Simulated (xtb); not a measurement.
B(CCH)(Cl)(OMe) (C3H4BClO), SMILES C#CB(Cl)OC. All values are semi-empirical tight-binding results from xtb (GFN2-xTB unless named), good for trends rather than for accurate numbers. Geometry: GFN2-xTB. This is a generated structure with no PubChem entry under its InChIKey; it may be hypothetical. One conformer was computed; it need not be the lowest.

Optimised geometry:

Bonds (Å): B1–C2 1.520, B1–Cl5 1.764, B1–O6 1.322, C2–C3 1.203, C3–H4 1.051, O6–C7 1.408, C7–H8 1.092, C7–H9 1.092, C7–H10 1.092. Bond angles (°): C2–B1–Cl5 117.5, C2–B1–O6 120.2, Cl5–B1–O6 122.4, B1–C2–C3 176.6, C2–C3–H4 179.1, B1–O6–C7 127.2, O6–C7–H8 108.3, O6–C7–H9 108.1, O6–C7–H10 111.6, H8–C7–H9 109.2, H8–C7–H10 109.7, H9–C7–H10 109.8.
Charge 0, spin multiplicity 1.

```json
{
  "orbital_gap": "4.58 eV",
  "dipole_moment": "1.82 D",
  "zero_point_energy": "40.6 kcal/mol",
  "G − E(el) at 298.15 K (modified RRHO)": "20.4 kcal/mol",
  "static polarisability (D4 model)": "63.0 bohr³",
  "solvation energy, GFN2-xTB/ALPB(water)": "-3.0 kcal/mol",
  "solvation energy, GFN2-xTB/ALPB(benzene)": "-6.3 kcal/mol"
}
```

Question: Give the atomic charges and the Wiberg bond orders between heavy atoms. (Estimate from the structure and the level; the computed values follow.)

Answer: charges (e) B1 0.43, C2 -0.09, C3 -0.07, H4 0.09, Cl5 -0.30, O6 -0.28, C7 0.03, H8 0.06, H9 0.06, H10 0.06. Bond orders B1–C2 1.02, C2–C3 2.89, B1–Cl5 0.96, B1–O6 1.30, O6–C7 0.97.
